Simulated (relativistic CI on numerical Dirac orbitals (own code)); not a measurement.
# Hg LXXIX: sensitivity of the levels to the model

Base calculation: Dirac-Coulomb-Breit CI, orbitals from a KLI potential per configuration, QED by a radiative potential, unscaled Slater integrals.

Configuration list: 1s², 1s2s, 1s2p, 1s3s, 1s3p, 1s3d, 1s4s, 1s4p, 1s4d, 1s4f, 1s5s, 1s5p, 1s5d, 1s5f, 1s5g, 1s6s, 1s6p, 1s6d, 2s². Levels of other configurations are missing.

The lowest level and the first level of each name with at least 55 % of one term (blank where a level has no safe partner in the second run):

| Level | Base (eV) | Shift (eV) |
| --- | --- | --- |
| 1s² ¹S0 | 0.0 | 0.0 |
| 1s2s ³S1 | 70014.9 | +3.4 |
| 1s2p ³P°1 | 70142.5 | -0.4 |
| 1s2s ¹S0 | 70196.0 | -10.3 |
| 1s2p ³P°0 | 70200.3 | +2.1 |
| 1s2p ³P°2 | 72394.7 | +1.6 |
| 1s2p ¹P°1 | 72449.7 | -2.9 |
| 1s3s ³S1 | 83695.4 | +0.9 |
| 1s3p ³P°1 | 83729.0 | -0.2 |
| 1s3s ¹S0 | 83743.6 | -2.7 |
| 1s3p ³P°0 | 83744.0 | +0.5 |
| 1s3p ³P°2 | 84400.1 | +0.5 |
| 1s3d ³D2 | 84409.6 | 0.0 |
| 1s3d ³D1 | 84415.0 | 0.0 |

At this charge energies of transitions that change n are usually good to better than 1 %, and those within a shell (Δn = 0) to a few per cent.

**Question.** One thing was changed in a second run, which moved the levels as shown. Which?
A. configuration mixing switched off
B. valence Slater integrals scaled by 0.9
C. QED terms removed
D. one mean potential for all configurations
E. Breit term removed

**Answer.** B. Valence Slater integrals scaled by 0.9. Scaling acts on the splittings between terms and on the mixing, and leaves the fine structure of pure LS terms nearly alone; in jj coupling it moves the levels of one term differently.

LS names give the leading component of a level, which can be under half, so a name can repeat, a term be missing and a line seem to break the LS rules.
